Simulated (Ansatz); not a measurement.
Cs4F3. Total charge 0; doublet. Geometry PBE-D4/def2-SVP.

Cartesian coordinates in Å:
```
Cs 0.826 -2.477 -1.133
Cs 0.641 1.706 -1.252
Cs -2.829 -0.075 0.274
Cs 1.107 0.171 2.607
F -0.766 1.503 1.124
F 1.997 -0.324 0.072
F -0.976 -0.504 -1.693
```

In the def2 sets Cs takes a core potential; there is no spin–orbit coupling. HSE06 is defined as in plane-wave codes, on full-range PBE exchange. The structure comes from a short search, and lower isomers may exist.

Task: Estimate the α-spin orbital energies around the gap (eV) in Ansatz with PBE-D4/def2-SVP, PBE-D4/def2-TZVP, r2SCAN-D4/def2-TZVP, HSE06-D4/def2-TZVP, ωB97X-V/def2-TZVP.

Result: 
```
orbital  PBE-D4/def2-SVP  PBE-D4/def2-TZVP  r2SCAN-D4/def2-TZVP  HSE06-D4/def2-TZVP  ωB97X-V/def2-TZVP
 HOMO−9            -5.65             -6.00                -6.35               -7.38             -10.39
 HOMO−8            -5.64             -5.98                -6.32               -7.36             -10.32
 HOMO−7            -5.64             -5.97                -6.31               -7.35             -10.32
 HOMO−6            -5.64             -5.97                -6.31               -7.35             -10.32
 HOMO−5            -5.62             -5.95                -6.27               -7.31             -10.29
 HOMO−4            -5.62             -5.94                -6.27               -7.31             -10.29
 HOMO−3            -5.62             -5.94                -6.27               -7.30             -10.28
 HOMO−2            -5.51             -5.85                -6.21               -7.26             -10.23
 HOMO−1            -5.50             -5.85                -6.20               -7.26             -10.23
   HOMO            -1.67             -1.66                -1.52               -1.64              -2.76
   LUMO            -0.94             -0.91                -0.69               -0.82               0.24
 LUMO+1            -0.94             -0.91                -0.69               -0.82               0.27
 LUMO+2            -0.89             -0.86                -0.48               -0.77               0.27
 LUMO+3            -0.42             -0.41                -0.09               -0.34               0.66
 LUMO+4            -0.23             -0.26                -0.03               -0.21               0.80
 LUMO+5            -0.22             -0.26                -0.03               -0.20               0.80
 β HOMO            -5.50             -5.84                -6.21               -7.26             -10.23
 β LUMO            -1.31             -1.25                -0.92               -1.01               0.31
```
